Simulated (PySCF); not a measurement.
**C³⁺ (carbon, charge +3) across methods**

[He] 2s1, 2S determinant. Calculation: PySCF 2.14, in aug-cc-pCVQZ-DK (9s8p6d4f2g, 109 functions); scalar relativity by spin-free X2C-1e.

```csv
method,E (hartree),mean ε 1s α (eV),mean ε 1s β (eV),mean ε 2s α (eV),Σ⟨r²⟩ (bohr²),⟨S²⟩
LDA,-34.4189,-329.43,-328.32,-57.278,2.106,0.750
BP86,-34.7884,-332.46,-331.51,-57.699,2.085,0.750
UHF,-34.74053,-368.12,-365.75,-64.385,2.105,0.750
TPSS,-34.8086,-334.69,-333.66,-57.906,2.084,0.750
PBE0,-34.7574,-341.32,-339.92,-59.493,2.092,0.750
r2SCAN,-34.7886,-335.86,-334.95,-58.088,2.093,0.750
BLYP,-34.7985,-332.65,-331.72,-57.601,2.079,0.750
PBE,-34.7448,-332.14,-331.04,-57.710,2.090,0.750
```
